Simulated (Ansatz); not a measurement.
GeFCl3 (GeCl3F). Charge 0, multiplicity 3. Geometry PBE0-D4/def2-SVP, that of the neutral singlet; atoms count from 1.

```xyz
5

Ge    0.027    0.033   -0.022
F     1.011    1.206   -0.797
Cl   -1.340   -0.719   -1.450
Cl   -0.989    0.984    1.571
Cl    1.291   -1.504    0.698
```

At PBE0-D4/def2-TZVP a singlet of charge 0 lies 5.89 eV below the triplet at the same geometry.

Question: Estimate the Mulliken populations from the PBE0/def2-TZVP orbitals of Ansatz.

Answer: 
```csv
atom,charge (e),spin (α − β)
Ge1,0.71,0.52
F2,-0.35,0.03
Cl3,-0.12,0.48
Cl4,-0.12,0.48
Cl5,-0.12,0.48
```
Mulliken values depend strongly on the basis.

Question: Where does the spin sit?

Answer: Summed by element: Ge 0.52, F 0.03, Cl 1.45, of 2 unpaired in all. Largest on single atoms: Ge1 0.52, Cl3 0.48, Cl4 0.48.

Question: And the Mayer bond orders between heavy atoms (over 0.3)?

Answer: Ge1–F2 0.93 (1.72 Å); Ge1–Cl3 0.81 (2.12 Å); Ge1–Cl4 0.81 (2.12 Å); Ge1–Cl5 0.81 (2.12 Å).
